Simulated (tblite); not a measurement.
Compound: C₂H₁₁AsSSi₂.
Geometry (GFN2-xTB, Å), atoms numbered from 1 in this order:
```xyz
17
C2H11AsSSi2 angstrom
C      1.8342    1.2824   -1.4334
S      0.8810   -0.1940   -1.8857
Si    -0.1234   -0.5198    0.0350
C     -0.8903   -2.2572   -0.1650
Si    -1.7710    1.1346    0.3377
As     1.5447   -0.7145    1.7143
H      2.4714    1.5232   -2.2779
H      1.1594    2.1104   -1.2317
H      2.4502    1.0704   -0.5585
H     -1.4269   -2.5254    0.7414
H     -0.1215   -3.0080   -0.3344
H     -1.5857   -2.3053   -0.9966
H     -1.1425    2.4390    0.5923
H     -2.6793    1.3103   -0.7964
H     -2.5772    0.8147    1.5194
H      1.5011    0.7624    1.9915
H      0.4687   -0.9110    2.7382
```

Computed values, GFN2-xTB/tblite, gas phase, harmonic and unscaled. The method is semi-empirical: single wavenumbers can be off by several per cent or more. Modes of hydrogen on arsenic and silicon can be 10 to 20 % off. One conformer, not necessarily the lowest. The optimisation stopped once no atom felt more than 0.01 eV/Å.

Lowest wavenumbers of the output (negative numbers stand for imaginary wavenumbers):
```
mode    cm-1
  1     -24.9
  2      42.3
  3      72.3
  4      89.4
  5      97.8
  6     102.5
  7     112.4
  8     131.4
```

Task: Is this structure a minimum?

Result: Not by this Hessian. 1 mode is imaginary beyond 20i (25i cm⁻¹), so at this level the point lies at or near a first-order saddle. The curvature is small, so loose convergence or finite differences may be the whole cause.

Task: Which atoms move in the imaginary mode?

Result: 25i: H14 (Si–H hydrogen) 32 %, H13 (Si–H hydrogen) 27 %, H15 (Si–H hydrogen) 27 %. These are shares of the mass-weighted motion.

Task: What is the remedy?

Result: Step along that mode in both directions, optimise again with tighter thresholds and repeat the frequencies. The zero-point energy of this point (71.4 kcal/mol) counts the 44 real modes alone, and thermal corrections from it aren't those of a minimum.

The run took 1.4 s of wall time on Arm Neoverse N1, one thread, on a shared host. The figure is for the frequency step alone.
